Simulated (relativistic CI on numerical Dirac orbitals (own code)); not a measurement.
**d3 in a ligand field**

Computed with a parametric ligand-field model of a d^n configuration (Racah B and C, spin-orbit zeta, crystal field), exact diagonalisation.

Field parameters in Wybourne normalisation: Oh B⁴₀ = 21Dq, B⁴₄ = √(5/14) B⁴₀; Td as Oh with Dq negative (B⁴₀ = 21Dq, B⁴₄ = √(5/14) B⁴₀). The field is a parameter set, without covalency.

Question: A d3 ion in Td symmetry has the ground term 4T1 and bands at 4T2 6252 cm⁻¹ (1599 nm), 2E 12954 cm⁻¹ (772 nm), 4A2 13502 cm⁻¹ (741 nm), 2T1 18350 cm⁻¹ (545 nm), 2T2 18664 cm⁻¹ (536 nm), 4T1 19054 cm⁻¹ (525 nm). Which parameters reproduce them?

Answer: B = 920, C = 4480, ζ = 0 cm⁻¹, Td, 10Dq = -7250 cm⁻¹.

Question: Ground term and bands for B = 1020, C = 5270, ζ = 0 cm⁻¹, Td, 10Dq = -4700 cm⁻¹?

Answer: Ground term 4T1 with 1.88 electrons in the two orbitals of the cubic e set. Spin-allowed: 4T2 3953 cm⁻¹ (2530 nm), 4A2 8653 cm⁻¹ (1156 nm), 4T1 18506 cm⁻¹ (540 nm). Lowest spin-forbidden: 2E 18259 cm⁻¹ (548 nm), 2T1 21240 cm⁻¹ (471 nm), 2T2 21246 cm⁻¹ (471 nm).

Question: A d3 ion in Oh symmetry has the ground term 4A2 and bands at 2E 14012 cm⁻¹ (714 nm), 2T1 14583 cm⁻¹ (686 nm), 2T2 22190 cm⁻¹ (451 nm), 4T2 30050 cm⁻¹ (333 nm), 4T1 38020 cm⁻¹ (263 nm), 4T1 63080 cm⁻¹ (159 nm). Which parameters reproduce them?

Answer: B = 730, C = 2790, ζ = 0 cm⁻¹, Oh, 10Dq = 30050 cm⁻¹.

Question: Ground term and bands for B = 960, C = 3780, ζ = 0 cm⁻¹, Oh, 10Dq = 17700 cm⁻¹?

Answer: Ground term 4A2 with 0.00 electrons in the two orbitals of the cubic e set. Spin-allowed: 4T2 17700 cm⁻¹ (565 nm), 4T1 26422 cm⁻¹ (378 nm), 4T1 41078 cm⁻¹ (243 nm). Lowest spin-forbidden: 2E 18173 cm⁻¹ (550 nm), 2T1 19093 cm⁻¹ (524 nm), 2T2 26743 cm⁻¹ (374 nm). With an A2 ground term the first spin-allowed band lies at |10Dq| itself.

Question: A d3 ion in Oh symmetry has the ground term 4A2 and bands at 2E 22581 cm⁻¹ (443 nm), 2T1 23395 cm⁻¹ (427 nm), 4T2 29350 cm⁻¹ (341 nm), 2T2 34311 cm⁻¹ (291 nm), 4T1 39629 cm⁻¹ (252 nm), 4T1 63271 cm⁻¹ (158 nm). Which parameters reproduce them?

Answer: B = 990, C = 5040, ζ = 0 cm⁻¹, Oh, 10Dq = 29350 cm⁻¹.
